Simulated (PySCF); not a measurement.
Which level of theory gave which numbers?

Species: C5H5Al.
SMILES: `C#[C][Al]([CH3])[C]#C`

The closed-shell ground state was solved 4 times with PySCF (density fitting, gas phase), always with PBE0, in these basis sets: STO-3G, cc-pVDZ, def2-TZVP and pcSseg-0. Isolated species at its PBE0-D3(BJ)/def2-SVP geometry, gas phase.

| row | total energy (Eh) | HOMO (eV) | LUMO (eV) | dipole (D) |
| --- | --- | --- | --- | --- |
| P | -435.5835 | -7.99 | -1.62 | 0.21 |
| Q | -435.5085 | -7.84 | -1.56 | 0.28 |
| R | -434.8377 | -8.07 | -1.56 | 0.06 |
| S | -430.2555 | -5.49 | 2.54 | 0.73 |

Task: Which basis belongs to which row?

Result: P = def2-TZVP, Q = cc-pVDZ, R = pcSseg-0, S = STO-3G. From the lowest total energy up: def2-TZVP (222 functions) 0 eV; cc-pVDZ (113 functions) +2.04 eV; pcSseg-0 (68 functions) +20.30 eV; STO-3G (39 functions) +144.98 eV.
